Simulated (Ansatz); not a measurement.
Program: Ansatz. Geometries: PBE0-D4/def2-TZVP. ΔE: electronic, gas phase. CCSD(T)/CBS adds triple-zeta CCSD(T) − MP2 to the extrapolated MP2 energy (def2 sets, frozen cores). This one scheme is used for every species. Functionals use def2-TZVPP. B3LYP here is the variant with VWN-RPA as its local correlation; programs differ in this. HSE06 is defined as in plane-wave codes. For Br outer-core shells are correlated without core-valence functions, which leaves a few kJ/mol of doubt a bond. Scalar relativity is left out up to krypton.

Consider the silylene formation by 1,1-elimination: `F[SiH](F)Br` → `FBr` + `F[SiH]`.

CCSD(T)/CBS gives +700.6 kJ/mol.

Q: Another level gave +652.3 kJ/mol. Which?
A. PBE/def2-TZVPP
B. r2SCAN-D4/def2-TZVPP
C. B3LYP-D4/def2-TZVPP
D. HSE06/def2-TZVPP

A: A. PBE 652.3, HSE06 688.7, B3LYP-D4 669.5, r2SCAN-D4 713.6 kJ/mol.

Largest T1 diagnostic among the species: 0.015.

From BLYP to BHLYP (50 % exact exchange), in def2-TZVPP and without D4, ΔE moves by +76.8 kJ/mol. Leaving LDA and LC-ωPBE aside and taking each functional with its dispersion term where it has one, the values, not all of them listed here, spread over 95.1 kJ/mol, from BLYP-D4 to r2SCAN0-D4. LDA lies +47.9 kJ/mol from PBE without D4. The D4 term adds +11.3 kJ/mol with B3LYP and +5.8 kJ/mol with PBE0; it sums over pairs of atoms, weighted by their polarisabilities, and B3LYP, whose exchange is more repulsive, gets the larger term.
